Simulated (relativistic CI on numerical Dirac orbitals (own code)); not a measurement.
# Forbidden transitions in Au XXXIII

Method of calculation: Dirac-Coulomb-Breit CI, orbitals from a KLI potential per configuration, a model potential for QED, unscaled Slater integrals (own radial code, finite nucleus).

Configurations in the expansion (outside the closed core [Ar] 3d10): 4s2.4p6.4d10.4f, 4s2.4p6.4d9.4f2, 4s2.4p6.4d10.5s, 4s2.4p6.4d10.5p, 4s2.4p5.4d10.4f2, 4s2.4p6.4d10.5d, 4s.4p6.4d10.4f2, 4s2.4p6.4d9.4f.5s, 4s2.4p6.4d10.5f, 4s2.4p6.4d9.4f.5p, 4s2.4p6.4d10.5g, 4s2.4p6.4d10.6s, 4s2.4p6.4d10.6p, 4s2.4p6.4d10.6d, 4s2.4p5.4d10.4f.5s, 4s2.4p6.4d10.6f, 4s2.4p6.4d9.4f.5f, 4s2.4p6.4d10.7s, 4s.4p6.4d10.5s2, 4s2.4p6.4d10.7d, 4s2.4p6.4d9.4f.6p. Double excitations out of closed p, d and f shells are left out; levels of such configurations are missing from the list, as are those of other unlisted configurations, and high levels can miss mixing partners.

```tsv
λ vac (nm)	Lower	Upper	Type	A (s⁻¹)	log gf
5.0063	4s2.4p6.4d10.4f 2F°_5/2 [1]	4s2.4p6.4d9.4f2 2P_1/2 [64]	M2	2.58e+03	-8.71
5.1331	4s2.4p6.4d10.4f 2F°_5/2 [1]	4s2.4p6.4d9.4f2 2S_1/2 [53]	M2	1.29e+04	-7.99
5.2401	4s2.4p6.4d10.4f 2F°_7/2 [2]	4s2.4p6.4d9.4f2 2H_11/2 [55]	M2	1.20e+04	-7.23
5.3593	4s2.4p6.4d10.4f 2F°_5/2 [1]	4s2.4p6.4d9.4f2 4P_1/2 [30]	M2	6.09e+04	-7.28
5.3701	4s2.4p6.4d10.4f 2F°_7/2 [2]	4s2.4p6.4d9.4f2 2H_11/2 [42]	M2	8.92e+03	-7.33
5.3973	4s2.4p6.4d10.4f 2F°_7/2 [2]	4s2.4p6.4d9.4f2 2H_11/2 [39]	M2	2.25e+04	-6.93
5.4448	4s2.4p6.4d10.4f 2F°_7/2 [2]	4s2.4p6.4d9.4f2 4G_11/2 [32]	M2	1.70e+04	-7.04
5.4607	4s2.4p6.4d10.4f 2F°_5/2 [1]	4s2.4p6.4d9.4f2 4D_1/2 [19]	M2	2.51e+04	-7.65
5.5139	4s2.4p6.4d10.4f 2F°_7/2 [2]	4s2.4p6.4d9.4f2 2H_11/2 [26]	M2	9.83e+02	-8.27
5.6053	4s2.4p6.4d10.4f 2F°_7/2 [2]	4s2.4p6.4d9.4f2 4G_11/2 [18]	M2	3.77e+03	-7.67
56.187	4s2.4p6.4d9.4f2 2K_13/2 [7]	4s2.4p6.4d9.4f2 4K_11/2 [59]	M1	5.81e+04	-4.48
60.960	4s2.4p6.4d9.4f2 4K_15/2 [15]	4s2.4p6.4d9.4f2 2I_13/2 [62]	M1	1.35e+03	-5.98
61.495	4s2.4p6.4d9.4f2 2K_13/2 [7]	4s2.4p6.4d9.4f2 2H_11/2 [55]	M1	5.16e+03	-5.45
63.821	4s2.4p6.4d9.4f2 4I_11/2 [12]	4s2.4p6.4d9.4f2 4K_11/2 [59]	M1	9.15e+03	-5.17
70.760	4s2.4p6.4d9.4f2 4I_11/2 [12]	4s2.4p6.4d9.4f2 2H_11/2 [55]	M1	1.26e+03	-5.95
147.44	4s2.4p6.4d9.4f2 2K_13/2 [7]	4s2.4p6.4d9.4f2 2H_11/2 [26]	M1	1.09e+03	-5.37
147.61	4s2.4p6.4d9.4f2 2K_13/2 [7]	4s2.4p6.4d9.4f2 4I_13/2 [25]	M1	1.02e+03	-5.33
156.78	4s2.4p6.4d9.4f2 4K_15/2 [15]	4s2.4p6.4d9.4f2 2L_17/2 [35]	M1	1.04e+03	-5.16
214.73	4s2.4p6.4d10.4f 2F°_5/2 [1]	4s2.4p6.4d10.4f 2F°_7/2 [2]	M1	1.16e+03	-5.19
215.27	4s2.4p6.4d9.4f2 4I_11/2 [12]	4s2.4p6.4d9.4f2 4I_13/2 [25]	M1	1.18e+03	-4.94
```

Terms are leading LS components. Brackets give the number of a level in order of energy, since labels repeat. The list gives strong lines, with weight on those to low levels, among the lowest 400 of 735 levels, so that lines to higher ones, which can be the strongest, are missing. Levels whose partners in the same complex of configurations lie outside the list can be far off, and so can their lines. Rates are taken at the computed energies, electric ones in the length gauge.

At this charge energies of transitions that change n are usually good to better than 1 %, and those within a shell (Δn = 0) to a few per cent.

LS names give the leading component of a level, which can be under half, so a name can repeat, a term be missing and a line seem to break the LS rules.
